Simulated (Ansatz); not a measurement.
```yaml
crystal:
  periodic: [false, false, false]
  atoms:
    - {symbol: B, position_ang: [-0.800143, 0.623423, -0.795824]}
    - {symbol: Si, position_ang: [0.591674, 0.433612, 0.082900]}
    - {symbol: B, position_ang: [-0.097741, -1.225147, 0.618561]}
    - {symbol: S, position_ang: [-0.798127, -1.555247, -1.067830]}
    - {symbol: H, position_ang: [-1.702919, 0.954674, -1.063517]}
    - {symbol: H, position_ang: [0.374353, 1.510766, 1.602854]}
    - {symbol: H, position_ang: [1.861750, 0.576419, -0.382125]}
    - {symbol: H, position_ang: [-0.087620, -2.272440, 0.965716]}
basis:
  gaussian: {orbitals: "6-31++G**", fitting: {mean_field: cc-pVTZ-jkfit}, point_charges: [{charge: -1.00, position_ang: [6.760, 0.147, -0.471]}]}
hamiltonian: {xc: {name: SVWN5}}
```

```sh
$ ansatz run in.yaml --threads 2 --pin off --events-out ev --progress --plain --max-ram 4352MiB
```

Output, abridged:

```
Functional definition: SVWN5
520 factors; integrals over basis functions are off by at most 2.0e-1 eV
mean field evaluation 1: about -20027.9328 eV, gradient 6.1e1 eV
mean field evaluation 2: about -19998.8785 eV, gradient 1.1e2 eV
mean field evaluation 4: about -20039.8982 eV, gradient 1.3e1 eV
mean field evaluation 8: about -20040.5502 eV, gradient 1.5e-1 eV
mean field evaluation 16: about -20040.5501 eV, gradient 8.0e-5 eV
mean field -20040.55011371 eV, -736.4766327061 hartree, gradient 8.0e-5 eV, S^2 0.000000; 0 other end points of the search recorded, 0 dependent functions left out
reference -20040.55018974 eV, -736.4766355002 hartree; 22, 22 occupied and 86, 86 virtual orbitals, 520 factors
Total energy: -20040.55018974 eV, -736.4766355002 hartree
```

It took 0.85 s on 2 threads of an Arm Neoverse V1 on a shared host, with 0.12 GiB of host memory at the peak.
